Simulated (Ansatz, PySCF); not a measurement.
Noncovalent pair: CH4 (SMILES C) (first 5 atoms) with H2S (SMILES S); geometry from B3LYP-D3(BJ)/def2-TZVP, rigid monomers moved along the line of their centres of mass till C1···H8 is 3.45 Å.
(charge 0, multiplicity 1):
```xyz
8

C     -0.00797    -0.05673     0.16889
H     -0.85350     0.21771     0.79809
H     -0.21598     0.22549    -0.86208
H      0.88816     0.45910     0.51156
H      0.15033    -1.13340     0.22229
S      0.48575    -0.08867     4.55350
H      0.42301     1.01950     3.79888
H      0.50479    -0.88686     3.47483
```

Counterpoise-corrected where a basis set is named; no monomer relaxation.

Cores are frozen in the correlated methods. CBS(a, b) extrapolates the correlation energy as X⁻³ and adds the Hartree–Fock energy of set b.

Programs: Ansatz (Gaussian orbitals); PySCF for the dispersion terms. Each number belongs to the level named beside it.

PBE/def2-TZVPPD gives -0.32 kcal/mol for the interaction energy.

Problem. Where do these levels fall relative to PBE: PBE-D3(BJ)/def2-TZVPPD, r2SCAN/def2-TZVPPD, B3LYP/def2-TZVPPD, wB97M-V/def2-TZVPPD, MP2/CBS(aug-cc-pV(D+d)Z, aug-cc-pV(T+d)Z), CCSD(T)/CBS(aug-cc-pV(D+d)Z, aug-cc-pV(T+d)Z).

Solution. PBE-D3(BJ)/def2-TZVPPD -0.47; r2SCAN/def2-TZVPPD -0.07; B3LYP/def2-TZVPPD 0.42; wB97M-V/def2-TZVPPD -0.19; MP2/CBS(aug-cc-pV(D+d)Z, aug-cc-pV(T+d)Z) -0.28; CCSD(T)/CBS(aug-cc-pV(D+d)Z, aug-cc-pV(T+d)Z) -0.27 kcal/mol. 1 of 6 lie above PBE; the widest gap is to PBE-D3(BJ)/def2-TZVPPD.

Ansatz is a program for electronic structure.
